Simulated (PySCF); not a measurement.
Excitation energy of In by level of theory

In [Kr] 4d10 5s2 5p1 (2P) → In [Kr] 4d10 5s1 5p1 6s1 (4P), as a difference of total energies. All numbers are calculated (PySCF 2.14, scalar relativity through the core potential, in aug-cc-pwCVTZ-PP with ECP28MDF (8s7p6d4f1g, 96 functions)). Correlated levels: valence: 4s2 4p6 4d10 frozen; valence and next inner shell: nothing frozen outside the core potential. The calculations carry no spin-orbit coupling.

```json
{"method": "UHF", "excitation energy (eV)": "6.616"}
{"method": "LDA", "excitation energy (eV)": "8.663"}
{"method": "PBE", "excitation energy (eV)": "8.310"}
{"method": "PBE0", "excitation energy (eV)": "8.051"}
{"method": "r2SCAN", "excitation energy (eV)": "8.171"}
{"method": "wB97X", "excitation energy (eV)": "8.626"}
{"method": "B97-3", "excitation energy (eV)": "8.355"}
{"method": "BLYP", "excitation energy (eV)": "8.610"}
{"method": "HSE06", "excitation energy (eV)": "8.093"}
{"method": "MP2 (valence)", "excitation energy (eV)": "7.306"}
{"method": "SCS-MP2 (valence)", "excitation energy (eV)": "7.526"}
{"method": "MP2 (valence and next inner shell)", "excitation energy (eV)": "8.267"}
{"method": "SCS-MP2 (valence and next inner shell)", "excitation energy (eV)": "8.319"}
```

**Question.** How much does correlation contribute at MP2 (valence and next inner shell)?

**Answer.** 8.267 − (6.616) = 1.651 eV, measured against UHF.

The upper state lies above the first ionisation limit, but in LS coupling its spin forbids autoionisation to the ground ion; at this Z spin-orbit coupling breaks that rule. A Rydberg-like electron needs more diffuse functions than a valence basis has.

The promoted electron is Rydberg-like, and one or two diffuse shells describe it only roughly, which tends to raise the upper state.
